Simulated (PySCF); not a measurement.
Compound: BrF3Ge.
SMILES: `[F][Ge]([F])([F])[Br]`

Level of theory: PySCF, PBE0-D3(BJ)/def2-SVP geometry optimisation, gas phase.

Masses are those of the commonest isotopes; rigid-rotor values at the optimised geometry. 

(1) What are A, B and C (MHz)?

(2) What kind of rotor is it?

(3) Where do the R-branch lines fall?

(4) Estimate the classical rotational partition function at 10 K, 50 K and 298.15 K.

Results:

(1) Ia = 143.35, Ib = 395.88, Ic = 396.42 u·Å²; 505379 MHz·u·Å²/I gives A = 3525, B = 1277, C = 1275 MHz.

(2) A prolate symmetric top, as the point group C3v requires two equal moments; the computed ones differ by 0.14 % because the geometry is symmetric only within the optimiser's tolerance. Ray's parameter κ = (2B − A − C)/(A − C) = -0.998; −1 is the prolate and +1 the oblate limit.

(3) The dipole of 1.69 D lies along the symmetry axis, so ΔK = 0 and J+1 ← J falls at 2B(J+1) for every K: 2.55 GHz, 5.10 GHz, 7.65 GHz, 10.21 GHz, 12.76 GHz for J = 0 to 4.

(4) Point group C3v, symmetry number σ = 3; q = (√π/σ)·√((kT/h)³/(ABC)), k/h = 20836.6 MHz/K: 742 at 10 K, 8290 at 50 K, 121000 at 298.15 K.

Whether it is a minimum is left open (no frequencies). Zero-point vibration and centrifugal distortion are left out.
